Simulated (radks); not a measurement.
Isoelectronic series with 20 electrons, each ion in its NIST ground configuration. All-electron calculation, Dirac Kohn-Sham, PBE, spin-unpolarised, spherical densities, finite nucleus; open shells fill j = l - 1/2 first; Fermi nuclear charge, rms radius of each element as measured or else 0.836 A^(1/3) + 0.57 fm. Program: a radial shooting solver on a logarithmic mesh with Libxc functionals. Total energies (hartree) and orbital eigenvalues (eV) (* marks an orbital that is empty in some or all of the ions):

ion,configuration,E (hartree),4p1/2*,4s1/2*,3d5/2*,3d3/2,3p3/2,3p1/2
Cd28+,[Ar] 3d2,-5071.28653,-859.3926,-900.0572,-1506.436,-1516.106,-1672.505,-1715.551
In29+,[Ar] 3d2,-5309.77061,-916.7087,-958.8551,-1604.909,-1615.650,-1776.675,-1824.230
Sn30+,[Ar] 3d2,-5554.20818,-975.9184,-1019.557,-1706.412,-1718.312,-1883.972,-1936.392
Sb31+,[Ar] 3d2,-5804.64381,-1037.032,-1082.173,-1810.946,-1824.096,-1994.400,-2052.062
Te32+,[Ar] 3d2,-6061.11832,-1100.061,-1146.716,-1918.511,-1933.006,-2107.966,-2171.267
I33+,[Ar] 3d2,-6323.68433,-1165.017,-1213.197,-2029.108,-2045.047,-2224.674,-2294.034
Xe34+,[Ar] 3d2,-6592.38231,-1231.911,-1281.629,-2142.736,-2160.226,-2344.531,-2420.391
Cs35+,[Ar] 3d2,-6867.2654,-1300.757,-1352.024,-2259.397,-2278.547,-2467.543,-2550.369
Ba36+,[Ar] 3d2,-7148.3807,-1371.567,-1424.396,-2379.090,-2400.017,-2593.716,-2683.999
La37+,[Ar] 3d2,-7435.7845,-1444.354,-1498.759,-2501.818,-2524.641,-2723.057,-2821.312
Ce38+,[Ar] 3d2,-7729.5285,-1519.134,-1575.127,-2627.579,-2652.426,-2855.572,-2962.343
Pr39+,[Ar] 3d2,-8029.6707,-1595.920,-1653.515,-2756.376,-2783.378,-2991.269,-3107.126
Nd40+,[Ar] 3d2,-8336.2674,-1674.727,-1733.939,-2888.208,-2917.503,-3130.154,-3255.697
Pm41+,[Ar] 3d2,-8649.3735,-1755.571,-1816.414,-3023.078,-3054.810,-3272.235,-3408.093
Sm42+,[Ar] 3d2,-8969.0395,-1838.470,-1900.955,-3160.987,-3195.304,-3417.520,-3564.353
Eu43+,[Ar] 3d2,-9295.3670,-1923.438,-1987.584,-3301.934,-3338.993,-3566.016,-3724.519
